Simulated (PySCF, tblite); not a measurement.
Species: C5H2ClF3P2.
InChI=1S/C5H2ClF3P2/c6-3-1-2-10-4(11-3)5(7,8)9/h1-2H

Computed, not measured: PBE0/pcSseg-1 in PySCF (dipole) on a GFN2-xTB geometry, gas phase.

Masses are those of the commonest isotopes; rigid-rotor values at the optimised geometry. 

Give the principal moments of inertia and the rotational constants in cm⁻¹.

Ia = 378.26, Ib = 1041.78, Ic = 1332.49 u·Å²; 505379 MHz·u·Å²/I gives 1336, 485.1 and 379.3 MHz, that is A = 0.04457, B = 0.01618, C = 0.01265 cm⁻¹.

What kind of rotor is it?

An asymmetric top; Ray's κ = -0.779.

What does the inertial defect say?

Not planar: Δ = Ic − Ia − Ib = -87.55 u·Å². For a rigid frame Δ = −2 Σ m c², so Σ m c² = 43.77 u·Å² lies off the ab plane: 0.00 from hydrogen and 43.77 from heavier atoms. The atom farthest from that plane is 1.24 Å away.

Give the coordinates in the principal-axis frame, origin at the centre of mass.

The sense of each axis is arbitrary; atoms in the order of the calculation.
```csv
atom,mass (u),a (Å),b (Å),c (Å)
F1,18.998,2.558,-0.661,-1.245
C2,12.000,2.076,-0.492,0.003
F3,18.998,2.089,-1.709,0.572
F4,18.998,2.989,0.249,0.653
C5,12.000,0.716,0.131,0.014
P6,30.974,0.753,1.873,0.001
C7,12.000,-0.941,2.249,0.000
C8,12.000,-2.020,1.390,0.001
C9,12.000,-1.958,0.008,-0.001
Cl10,34.969,-3.464,-0.855,-0.006
P11,30.974,-0.567,-1.046,0.012
H12,1.008,-1.164,3.309,0.001
H13,1.008,-3.010,1.829,0.000
```

Which lines would a microwave search look for?

The dipole components are |μa| = 2.50 D, |μb| = 2.32 D, |μc| = 0.06 D. Intensities carry the squares of the components, which stand as 1.00 : 0.86 : 0.00 (a : b : c). Some lines, for components of 0.1 D or more:

| type | branch | J(Ka,Kc) | MHz | lower level (cm⁻¹) |
| --- | --- | --- | --- | --- |
| a | Q | 2(1,1) ← 2(1,2) | 318 | 0.111 |
| a | R | 1(0,1) ← 0(0,0) | 864 | 0.000 |
| b | R | 2(0,2) ← 1(1,1) | 869 | 0.057 |
| b | Q | 1(1,0) ← 1(0,1) | 957 | 0.029 |
| b | Q | 2(1,1) ← 2(0,2) | 1072 | 0.086 |
| a | R | 2(1,2) ← 1(1,1) | 1623 | 0.057 |
| b | R | 1(1,1) ← 0(0,0) | 1715 | 0.000 |
| a | R | 2(0,2) ← 1(0,1) | 1720 | 0.029 |
| a | R | 2(1,1) ← 1(1,0) | 1835 | 0.061 |
| b | R | 2(1,2) ← 1(0,1) | 2474 | 0.029 |
| b | Q | 2(2,0) ← 2(1,1) | 2562 | 0.122 |
| b | Q | 2(2,1) ← 2(1,2) | 2870 | 0.111 |
| b | R | 2(2,1) ← 1(1,0) | 4388 | 0.061 |
| b | R | 2(2,0) ← 1(1,1) | 4503 | 0.057 |

Its GFN2-xTB frequencies are all real (lowest 17 cm⁻¹). No vibrational averaging or centrifugal distortion is included, and the geometry carries the error of its method. Quadrupole hyperfine structure (35Cl) is left out.

The values belong to the conformer `[F:1][C:2]([F:3])([F:4])[c:5]1[p:6][cH:7][cH:8][c:9]([Cl:10])[p:11]1`: F1–C2–C5–P6 -87°.
